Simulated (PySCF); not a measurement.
[CaBr3]-, singlet: molecular constants

All numbers come from PySCF, PBE0, basis Ca def2-SVPD, Br def2-SVPD (no relativity, density fitting).

The structure is a minimum.

* Point group: D3h
* Bond lengths: Ca–Br 2.708 Å (×3)
* Bond angles: Br–Ca–Br 120.0° (×3)
* Heat capacity Cp at 298.15 K: 80.5 J/(mol K)
* Entropy at 298.15 K and 1 bar: 382.1 J/(mol K)
* Dipole moment about the centre of mass: 0.00 D
* Highest occupied level: -3.85 eV
* Principal quadrupole moments (Buckingham, traceless) about the centre of mass: -16.46, -16.46, 32.91 D Å
* Lowest empty level: 2.18 eV
* Enthalpy at 298.15 K above 0 K: 20.48 kJ/mol
* Principal polarisabilities: 94.2, 118.9, 118.9 bohr³
* Zero-point energy: 5.1 kJ/mol
* Rotational symmetry number: 6
* Rotational constants: 0.01942, 0.01942, 0.009708 cm⁻¹

Harmonic modes (masses in u: Ca 39.963, Br 78.918):
```tsv
symmetry	ω (cm⁻¹)	IR (km/mol, summed over degenerate members)	μ (u)
e'	47	3.1	73.03
a2''	80	30.6	43.03
a1'	146	0.0	78.92
e'	270	200	45.01
```

In D3h the vibrations span 2e' + a2'' + a1'. The a1' mode carries no infrared intensity, as symmetry demands.

Charges (e); Mulliken and Löwdin values are unreliable with diffuse functions:
| atom | Mulliken | Löwdin | polar tensor | Mayer order to Ca1 |
| --- | --- | --- | --- | --- |
| Ca1 | 1.23 | 0.41 | 1.44 | – |
| Br2,3,4 | -0.74 | -0.47 | -0.81 | 0.49 |

Mulliken populations on Ca1: s 6.17, p 12.17, d 0.44.

Counting electrons, calcium keeps none of its valence electrons outside its bonds, so the VSEPR class is AX3 and the expected shape is trigonal planar (D3h), as computed.

This need not be the most stable arrangement of these atoms. The lowest empty level of this anion is unbound, so it and the gap depend on the basis.

The final relaxation and frequency run took of the order of 2.4 core-minutes on a shared host.
